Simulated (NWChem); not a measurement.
System: C2H7B; SMILES BCC

The following NWChem deck was run.

```
start job
memory heap 200 mb stack 900 mb global 1100 mb
geometry units angstroms
  B     -0.276465    -1.433476    -0.010825
  H      0.289713    -2.478522     0.225417
  H     -1.440770    -1.474763    -0.348749
  C      0.512154    -0.095326     0.027354
  C     -0.255781     1.220062     0.019260
  H      1.100316    -0.205291    -0.916293
  H      1.297563    -0.114406     0.803561
  H     -0.807286     1.362915     0.961762
  H     -0.997885     1.246012    -0.793761
  H      0.406094     2.091372    -0.105093
end
basis spherical
  B library sto-3g
  H library sto-3g
  C library sto-3g
end
dft
  xc hfexch
  iterations 150
end
driver
  maxiter 120
end
task dft optimize
task dft freq
```

NWChem printed, in part:

```
             Northwest Computational Chemistry Package (NWChem) 7.3.0
             --------------------------------------------------------

 C1  symmetry detected

                             Geometry "geometry" -> ""
                             -------------------------

 Output coordinates in angstroms (scale by  1.889725989 to convert to a.u.)

  No.       Tag          Charge          X              Y              Z
 ---- ---------------- ---------- -------------- -------------- --------------
    1 B                    5.0000    -0.28901633    -1.43117501     0.02730276
    2 H                    1.0000     0.28627101    -2.47895170     0.22654492
    3 H                    1.0000    -1.47823114    -1.46501225    -0.20960769
    4 C                    6.0000     0.51144097    -0.10027808    -0.01746822
    5 C                    6.0000    -0.24306126     1.22221489     0.02465074
    6 H                    1.0000     1.01592933    -0.22608962    -1.00648766
    7 H                    1.0000     1.36005577    -0.11842702     0.68910958
    8 H                    1.0000    -0.71084323     1.38054866     1.00902120
    9 H                    1.0000    -1.05161466     1.24642011    -0.72237698
   10 H                    1.0000     0.41323631     2.08576605    -0.16581233

 Effective nuclear repulsion energy (a.u.)      68.5074953238

                                Z-matrix (autoz)
                                --------

 Units are Angstrom for bonds and degrees for angles

[...]

      ----------------------
      Optimization converged
      ----------------------

  Step       Energy      Delta E   Gmax     Grms     Xrms     Xmax
  ---- ---------------- -------- -------- -------- -------- --------
@   20    -103.24516717 -6.8D-09  0.00000  0.00000  0.00063  0.00243
                                     ok       ok       ok

                                Z-matrix (autoz)
                                --------

 Units are Angstrom for bonds and degrees for angles

[...]

 Rotational Constants
 --------------------
 A=   1.099041 cm-1  (  1.581239 K)
 B=   0.284948 cm-1  (  0.409967 K)
 C=   0.246549 cm-1  (  0.354722 K)

 Temperature                      =   298.15K
 frequency scaling parameter      =   1.0000

 Zero-Point correction to Energy  =   64.328 kcal/mol  (  0.102514 au)
 Thermal correction to Energy     =   67.297 kcal/mol  (  0.107245 au)
 Thermal correction to Enthalpy   =   67.889 kcal/mol  (  0.108189 au)

 Total Entropy                    =   67.638 cal/mol-K
   - Translational                =   37.120 cal/mol-K (mol. weight =  42.0641)
   - Rotational                   =   22.552 cal/mol-K (symmetry #  =        1)
   - Vibrational                  =    7.966 cal/mol-K

 Cv (constant volume heat capacity) =   13.859 cal/mol-K
   - Translational                  =    2.979 cal/mol-K
   - Rotational                     =    2.979 cal/mol-K
   - Vibrational                    =    7.900 cal/mol-K

[normal modes left out]

 ----------------------------------------------------------------------------
 Normal Eigenvalue ||           Projected Infra Red Intensities
  Mode   [cm**-1]  || [atomic units] [(debye/angs)**2] [(KM/mol)] [arbitrary]
 ------ ---------- || -------------- ----------------- ---------- -----------
    1       -0.000 ||    0.000074           0.002         0.072       0.073
    2        0.000 ||    0.000003           0.000         0.003       0.003
    3        0.000 ||    0.000022           0.001         0.021       0.022
    4        0.000 ||    0.000026           0.001         0.025       0.026
    5        0.000 ||    0.000018           0.000         0.018       0.018
    6        0.000 ||    0.000090           0.002         0.088       0.089
    7       58.748 ||    0.000479           0.011         0.467       0.475
    8      246.070 ||    0.000202           0.005         0.197       0.200
    9      385.218 ||    0.000122           0.003         0.119       0.121
   10      710.111 ||    0.000036           0.001         0.035       0.036
   11      936.897 ||    0.004547           0.105         4.433       4.506
   12     1048.715 ||    0.012261           0.283        11.953      12.150
   13     1075.278 ||    0.040681           0.939        39.658      40.313
   14     1202.888 ||    0.002046           0.047         1.994       2.027
   15     1304.987 ||    0.089061           2.055        86.822      88.254
   16     1318.972 ||    0.004046           0.093         3.944       4.009
   17     1523.519 ||    0.005422           0.125         5.285       5.373
   18     1528.612 ||    0.068909           1.590        67.175      68.284
   19     1648.054 ||    0.010501           0.242        10.237      10.406
   20     1746.176 ||    0.002818           0.065         2.747       2.792
   21     1793.750 ||    0.006325           0.146         6.166       6.268
   22     1845.434 ||    0.002795           0.064         2.724       2.769
   23     1846.573 ||    0.001487           0.034         1.449       1.473
   24     3174.733 ||    0.016592           0.383        16.175      16.442
   25     3320.505 ||    0.018517           0.427        18.051      18.349
   26     3564.761 ||    0.004810           0.111         4.689       4.767
   27     3573.608 ||    0.004578           0.106         4.463       4.537
   28     3672.048 ||    0.000051           0.001         0.050       0.051
   29     3745.104 ||    0.003221           0.074         3.140       3.192
   30     3748.969 ||    0.003004           0.069         2.928       2.977
 ----------------------------------------------------------------------------
```

Level: Hartree-Fock/STO-3G.
